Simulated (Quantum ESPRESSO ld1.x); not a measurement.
The zirconium ion Zr4+, 36 electrons, occupied as [Ar] 3d10 4s1 4p6 4f1 (not the ground configuration). Method: Dirac Kohn-Sham, PBE, spin-unpolarised, spherical densities, point nucleus; open shells fill j = l - 1/2 first; computed with ld1.x of Quantum ESPRESSO 7.5. Some entries of the table are withheld. Estimate them.

| orbital | occ. | eigenvalue (eV) | r(max) (bohr) |
|---|---|---|---|
| 1s1/2 | 2 | -17872.021 | 0.02414 |
| 2s1/2 | 2 | -2522.789 | (1) |
| 2p1/2 | 2 | -2313.947 | (2) |
| 2p3/2 | 4 | -2228.079 | (3) |
| 3s1/2 | 2 | (4) | (5) |
| 3p1/2 | 2 | -380.212 | 0.3960 |
| 3p3/2 | 4 | -366.503 | 0.4051 |
| 3d3/2 | 4 | -229.519 | 0.3454 |
| 3d5/2 | 6 | -227.007 | 0.3481 |
| 4s1/2 | 1 | (6) | 1.061 |
| 4p1/2 | 2 | -80.940 | (7) |
| 4p3/2 | 4 | -78.898 | (8) |
| 4f5/2 | 1 | -20.254 | 2.427 |
| 4f7/2 | 0 | -20.250 | 2.428 |

Answer. 
(1) 2s1/2 r(max) (bohr): 0.1371
(2) 2p1/2 r(max) (bohr): 0.1070
(3) 2p3/2 r(max) (bohr): 0.1106
(4) 3s1/2 eigenvalue (eV): -457.959
(5) 3s1/2 r(max) (bohr): 0.4082
(6) 4s1/2 eigenvalue (eV): -102.888
(7) 4p1/2 r(max) (bohr): 1.132
(8) 4p3/2 r(max) (bohr): 1.154
